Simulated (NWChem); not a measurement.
Molecule: AlSiH₅O; SMILES [AlH2][O][SiH3]

```xyz
8

Al    -0.0010    -1.7648    -0.0004
H     -1.3985    -2.5088    -0.0013
H      1.3932    -2.5150    -0.0013
O      0.0041    -0.0610     0.0015
Si    -0.0008     1.5812    -0.0003
H      0.3805     2.1009     1.3418
H     -1.3511     2.1096    -0.3394
H      0.9675     2.1070    -1.0018
```
Atoms are numbered in this order, from 1.

Results from NWChem. Pople sets run with spherical d functions. Coordinates come from a B3LYP/6-31G* (spherical d) optimisation. B3LYP is NWChem's, with the RPA form of VWN correlation. Vertical excitations in the gas phase.

Problem. Predict the results for B3LYP/6-31+G*, full TDDFT. Quantities: lowest excitation, singlet (eV); oscillator strength of that lowest state; lowest state with f > 0.02, singlet (eV); orbital gap (eV).

Solution. 
```yaml
lowest excitation, singlet (eV): 5.45
oscillator_strength_of_that_lowest_state: 0.000
lowest state with f > 0.02, singlet (eV): 6.43
orbital gap (eV): 6.58
```
